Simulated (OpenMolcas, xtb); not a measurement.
**GeSiH4O (SMILES [SiH3][O][GeH]): the dipole moment, rung by rung**

The species is GeSiH4O (7 atoms), meant as a singlet with charge 0. As SMILES, `[SiH3][O][GeH]`. The coordinates come from a PBE0-D4/def2-TZVP relaxation. This is one conformer, not always the lowest.

```xyz
7

Si   -0.7417    0.6509   -0.2965
O     0.5335   -0.1393    0.3737
Ge    1.2614   -1.7562    0.1342
H    -1.4092   -0.1976   -1.3238
H    -0.2609    1.9013   -0.9375
H    -1.7225    0.9881    0.7664
H     2.4008   -1.5151    1.2380
```

Each level gives the dipole moment (D). The values are calculated.

```tsv
level	kind	program	value (D)	CPU time
GFN0-xTB	semi-empirical	xtb	1.09	under 2 s
HF/def2-SVP	Hartree–Fock	OpenMolcas	1.05	7.5 s
SVWN5/def2-SVP	LDA	OpenMolcas	0.61	18 s
BLYP/def2-SVP	GGA	OpenMolcas	0.74	23 s
revPBE/def2-SVP	GGA	OpenMolcas	0.68	24 s
r2SCAN/def2-SVP	meta-GGA	OpenMolcas	0.70	31 s
M06-2X/def2-SVP	hybrid meta-GGA	OpenMolcas	0.81	26 s
```

All-electron rows without a relativistic Hamiltonian named are non-relativistic. The values span 0.61 to 1.09 D. Magnitudes only. CPU times are rough (shared hosts, several kinds of processor): they show what a rung costs within a factor of a few.
